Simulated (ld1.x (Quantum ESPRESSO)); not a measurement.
## Transferability test, TM potential for chromium

- Element: Cr (Z = 24)
- Generator: ld1.x (Quantum ESPRESSO) 7.5
- Type: norm-conserving Troullier–Martins (Kleinman–Bylander form)
- Functional: LDA (PZ)
- Relativity: fully relativistic
- Frozen core: [Ne]
- Valence charge: 14
- Reference configuration: 3s2 3p6 3d5 4s0.5 4p0.5
- Partial waves: 3s (bound): rc 1.05 bohr; 3p (bound): rc 1.55 bohr; 3d (bound): rc 1.45 bohr
- Local potential: all-electron potential smoothed inside 1.45 bohr (lloc = -1)
- Core correction: none

Open shells are filled in proportion to 2j + 1 (rel_dist='average').

Occupied shells without a wave of their own: 4p, 4s. They enter only through the test configuration that unscreens the potential.

Energies are relative to the spin-unpolarised reference configuration 3s2 3p6 3d5 4s0.5 4p0.5; without spin polarisation the order of configurations can differ from experiment. The frozen-core shift is the all-electron ΔE with the core orbitals held at their reference shape minus the fully relaxed ΔE.

(1) Give the all-electron excitation energy and the error of the potential for: 3s2 3p6 3d5 4s1 4p0; 3s2 3p6 3d5 4s0 4p0; 3s2 3p6 3d4 4s0 4p0; 3s2 3p6 3d5.5 4s0.5 4p0; 3s2 3p6 3d4 4s1 4p1; 3s2 3p6 3d5 4s0 4p1; 3s2 3p6 3d5 4s0.5 4p0.

Answers

(1)

| valence configuration | charge | ΔE all-electron (eV) | error AE − PS (meV) | frozen-core shift (meV) |
| --- | --- | --- | --- | --- |
| 3s2 3p6 3d5 4s1 4p0 | 0 | -1.576 | -101 | 0.0 |
| 3s2 3p6 3d5 4s0 4p0 | +1 | 5.564 | +144 | 0.0 |
| 3s2 3p6 3d4 4s0 4p0 | +2 | 21.907 | +231 | 0.0 |
| 3s2 3p6 3d5.5 4s0.5 4p0 | 0 | -0.859 | +0.9 | 0.0 |
| 3s2 3p6 3d4 4s1 4p1 | 0 | 2.036 | -153 | +0.2 |
| 3s2 3p6 3d5 4s0 4p1 | 0 | 1.627 | +109 | 0.0 |
| 3s2 3p6 3d5 4s0.5 4p0 | +0.5 | 1.242 | +3.2 | 0.0 |

The 4p, 4s levels have no wave, so the channel is fitted at the deeper level alone: the likely source of the large errors.
